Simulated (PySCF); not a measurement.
Species: 1,1-dimethoxypropane, C5H12O2.
SMILES with atom numbers: `[CH3:1][CH2:2][CH:3]([O:4][CH3:5])[O:6][CH3:7]` (hydrogens: H8, H9, H10 on C1; H11, H12 on C2; H13 on C3; H14, H15, H16 on C5; H17, H18, H19 on C7)

Computed with PySCF at B3LYP/def2-SVPD, non-relativistic, on one gas-phase PBE0-D3(BJ)/def2-SVP geometry that isn't relaxed in the solvent. The solvent is an IEF-PCM continuum (cavity from Bondi-type radii × 1.2). Only the electrostatic response of the medium enters.

Gas phase at B3LYP/def2-SVPD: HOMO -7.30 eV, LUMO 0.43 eV, dipole 1.78 D.

What does the continuum do to the energy, the frontier levels and the dipole at B3LYP/def2-SVPD in chloroform and methanol?

```tsv
solvent	ε	E(solvent) − E(gas) (kJ/mol)	polarisation term (kJ/mol)	distortion of the solute (kJ/mol)	HOMO (eV)	LUMO (eV)	dipole (D)
chloroform	4.711	-11.78	-13.45	1.67	-7.27	0.59	2.33
methanol	32.61	-17.10	-21.00	3.90	-7.29	0.62	2.65
```

The polarisation term is half the interaction of the solute with the surface charges that it induces; the rest is the cost of distorting the solute's density. The sum is the electrostatic part of solvation alone. The atom shares or the degeneracy of the LUMO differ from the gas phase in methanol, so that column needn't follow one orbital. From chloroform to methanol the lowering changes by a factor 1.45, Onsager's factor (ε − 1)/(2ε + 1) by 1.34 and ε itself by 6.9.

Which radius a makes the point-dipole formula ΔE = −[(ε − 1)/(2ε + 1)]·μ²/a³ give the value in methanol, with the gas-phase dipole?

μ = 0.701 au and |ΔE| = 0.00651 Eh give a = 1.75 Å; the farthest nucleus lies 3.40 Å from the centroid of the nuclei, so such a sphere wouldn't even hold the nuclei. The formula assumes a rigid point dipole at the centre of a sphere.

How does the static polarisability (B3LYP/def2-SVPD, frozen core, with the continuum's full static response) change?

| medium | isotropic (au) | principal values (au) | ⟨r²⟩ of the electrons (bohr²) |
| --- | --- | --- | --- |
| gas | 74.2 | 65.5, 77.4, 79.6 | 946.4 |
| chloroform | 89.6 | 82.5, 92.1, 94.0 | 945.6 |
| methanol | 96.9 | 92.3, 98.1, 100.3 | 945.3 |

The isotropic value in methanol is 1.31 times the gas-phase one; no cavity-field correction is applied. ⟨r²⟩ is taken about the centre of nuclear charge.

Hardware: one thread of an x86-64 server (shared host). Cost: 46 s wall. This is the whole response run at B3LYP/def2-SVPD in methanol, SCF included.

Conformer computed: `[CH3:1][CH2:2][CH:3]([O:4][CH3:5])[O:6][CH3:7]`: C1–C2–C3–O4 -63°, C2–C3–O4–C5 173°, C2–C3–O6–C7 -88°.
